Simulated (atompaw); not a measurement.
## PBE PAW (atompaw) dataset for chromium (Cr), scalar-relativistic all-electron reference.

- Element: Cr (Z = 24)
- Generator: atompaw 4.2.0.5
- Type: PAW
- Functional: PBE
- Relativity: scalar-relativistic
- Frozen core: [Ar]
- Valence charge: 6
- Reference configuration: 3d6 4s0 4p0
- Partial waves: 4s (bound, empty): rc 3.00 bohr; 4s channel at 0.05 Ry: rc 3.00 bohr; 4p (bound, empty): rc 3.00 bohr; 4p channel at 4.7 Ry: rc 3.00 bohr; 3d (bound): rc 2.25 bohr; 3d channel at 0.2 Ry: rc 2.25 bohr
- Local potential: ultrasoft scheme with l = 3 at 0 Ry, radius 2.35 bohr
- Core correction: smooth core density matched at 2.95 bohr
- Augmentation charge: besselshape compensation charge, radius 2.80 bohr; PAW radius 3.00 bohr; waves and projectors: custom polynom2 7 10 vanderbiltortho

(1) Estimate the cutoffs (Ry, on a coarse ladder) from which the occupation-weighted sum of valence levels, in a spherical-Bessel basis at the reference potential, stays within 10 and 1 mRy of its value at 400 Ry.

(2) What does a ghost test show?

(3) Is the overlap operator S = 1 + Σ q|β⟩⟨β| positive definite (Bessel basis up to 400 Ry)?

## Answers

(1) 15 Ry and 30 Ry.

(2) No extra level below or beside the all-electron valence levels (s, p, d, f tested).

(3) Yes: its lowest eigenvalue is 0.77 (p channel).
